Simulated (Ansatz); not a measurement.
## Relaxing a trial structure of Cl2H2Se2Zr

The starting geometry of this gas-phase singlet was optimised with GFN2-xTB.

```xyz
7

Cl   -0.7796    0.6515    1.3642
Cl    2.0278   -1.0900    1.1366
Se   -1.6285   -2.1407   -0.3267
Se    0.4133    1.1789   -1.9357
Zr    0.4208   -0.8792   -0.4469
H    -2.0232    0.4654    1.5638
H     1.5694    1.8141   -1.3552
```

Task: Predict what it relaxes into with PBE0-D4/def2-SVP.

Result: It rearranges, giving a structure given below by its coordinates. Distances that change by over a tenth: Cl1–Zr5 (2.66 → 2.33 Å). Contacts that open: Cl1–H6 (1.27 → 3.53 Å). Contacts that close: Se3–H6 (3.24 → 1.48 Å).

The energy falls by 2.47 eV over 21 steps:

```json
{"step": "1", "E − E(last) (eV)": "2.474"}
{"step": "3", "E − E(last) (eV)": "1.954"}
{"step": "5", "E − E(last) (eV)": "1.716"}
{"step": "8", "E − E(last) (eV)": "1.116"}
{"step": "10", "E − E(last) (eV)": "0.513"}
{"step": "12", "E − E(last) (eV)": "0.106"}
{"step": "14", "E − E(last) (eV)": "0.009"}
{"step": "17", "E − E(last) (eV)": "0.000"}
{"step": "19", "E − E(last) (eV)": "0.000"}
{"step": "21", "E − E(last) (eV)": "0.000"}
```

Final geometry (Å):

```yaml
atoms:
  - { symbol: Cl, position_ang: [-0.3587, 1.4373, 1.8982] }
  - { symbol: Cl, position_ang: [2.2448, -1.2835, 0.8974] }
  - { symbol: Se, position_ang: [-1.5790, -1.8979, -0.0160] }
  - { symbol: Se, position_ang: [0.4770, 0.8916, -1.9516] }
  - { symbol: Zr, position_ang: [0.2641, -0.1894, 0.3436] }
  - { symbol: H, position_ang: [-2.5237, -0.7847, 0.2180] }
  - { symbol: H, position_ang: [1.4754, 1.8267, -1.3895] }
```

No frequencies were run, so the end isn't proven a minimum. Atoms past krypton carry core potentials, without spin–orbit terms. Run with Ansatz 0.2.0, 2.4 min on 2 threads of Arm Neoverse V1, on a shared host.
